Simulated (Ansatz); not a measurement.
Ansatz (a program for electronic structure) input for W(O)(S)(Br)(OH) (BrHO2SW), SMILES [O]=[W]([OH])([Br])=[S], multiplicity 1, PBE/def2-SVPD. Coordinates come from a PBE-D3(BJ)/def2-SVP optimisation. The multiplicity is an assumed one; no other spin state was optimised. The structure was generated by enumeration; whether it is a known compound was not checked. The def2 effective core potentials stand for the cores of W; spin–orbit coupling is left out. Other conformers were not sampled.

Ansatz 0.2 input:
```yaml
crystal:
  periodic: [false, false, false]
  atoms:
    - {symbol: W, position_ang: [0.13095370, -0.43307578, 0.06486256]}
    - {symbol: O, position_ang: [1.37435375, -1.01954427, -0.96201546]}
    - {symbol: S, position_ang: [1.01967530, 0.00619793, 1.97737311]}
    - {symbol: Br, position_ang: [-0.75041205, 1.62346802, -0.88514055]}
    - {symbol: O, position_ang: [-1.18739634, -1.76585128, 0.30666130]}
    - {symbol: H, position_ang: [-1.23661668, -2.58977518, -0.21504671]}
basis:
  gaussian:
    orbitals: def2-SVPD
hamiltonian:
  xc: {name: PBE}
```

Log of the run:

```
WARN ansatz: RAYON_NUM_THREADS=1 ignored (pool sized by the plan → 1); use --threads N
Functional definition: PBE
integrals: 0.12 GiB planned
1459 factors; their error is unknown
mean field: 0.64 GiB planned
mean field evaluation 1: about -86774.9619 eV, gradient 9.3e1 eV
mean field evaluation 2: about -86480.9994 eV, gradient 3.2e2 eV
mean field evaluation 4: about -86783.2632 eV, gradient 5.1e1 eV
mean field evaluation 8: about -86791.0852 eV, gradient 4.5e0 eV
mean field evaluation 16: about -86791.0680 eV, gradient 1.3e-2 eV
mean field -86791.06799244 eV, -3189.5129196235 hartree, gradient 8.7e-5 eV, S^2 0.000000; 0 other end points of the search recorded, 0 dependent functions left out
reference -86791.06805062 eV, -3189.5129217615 hartree; 41, 41 occupied and 116, 116 virtual orbitals, 1459 factors
Total energy: -86791.06805062 eV, -3189.5129217615 hartree
```

Self-consistency was reached.

Cost: roughly 5 core-seconds.
